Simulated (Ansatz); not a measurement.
CH₄S₂Si (`C1[SiH2]SS1`). Charge 0, multiplicity 1. All single points use the PBE0-D4/def2-TZVP geometry.

```xyz
8

C    -0.334   -0.911    0.224
Si   -0.164    0.913   -0.178
S     1.823    0.548   -0.887
S     1.476   -1.092    0.409
H    -0.840   -1.162    1.156
H    -0.703   -1.533   -0.594
H    -1.069    1.511   -1.194
H    -0.190    1.725    1.064
```

(1) What is the dipole moment at B3LYP/def2-TZVPP? (An estimate is asked.)

(2) And with PBE, r2SCAN, ωB97M-V? (Estimate.)

(3) Give the Mulliken charges with B3LYP, ωB97M-V, PBE in def2-TZVPP. (An estimate is asked.)

## Answers

(1) Ansatz gave: 2.22 D, with components (-2.20, -0.03, 0.26) D in this frame, pointing from negative to positive charge.

(2) The calculation gave: PBE 2.12 D, r2SCAN 2.26 D, ωB97M-V 2.22 D.

(3) The calculation gave: 
```json
{"atom": "C1", "B3LYP": "-0.25", "ωB97M-V": "-0.32", "PBE": "-0.20"}
{"atom": "Si2", "B3LYP": "0.41", "ωB97M-V": "0.29", "PBE": "0.33"}
{"atom": "S3", "B3LYP": "-0.22", "ωB97M-V": "-0.19", "PBE": "-0.19"}
{"atom": "S4", "B3LYP": "-0.06", "ωB97M-V": "-0.03", "PBE": "-0.06"}
{"atom": "H5", "B3LYP": "0.12", "ωB97M-V": "0.14", "PBE": "0.12"}
{"atom": "H6", "B3LYP": "0.12", "ωB97M-V": "0.15", "PBE": "0.12"}
{"atom": "H7", "B3LYP": "-0.07", "ωB97M-V": "-0.02", "PBE": "-0.06"}
{"atom": "H8", "B3LYP": "-0.06", "ωB97M-V": "-0.02", "PBE": "-0.05"}
```

B3LYP here is the variant with VWN-RPA as its local correlation; programs differ in this.
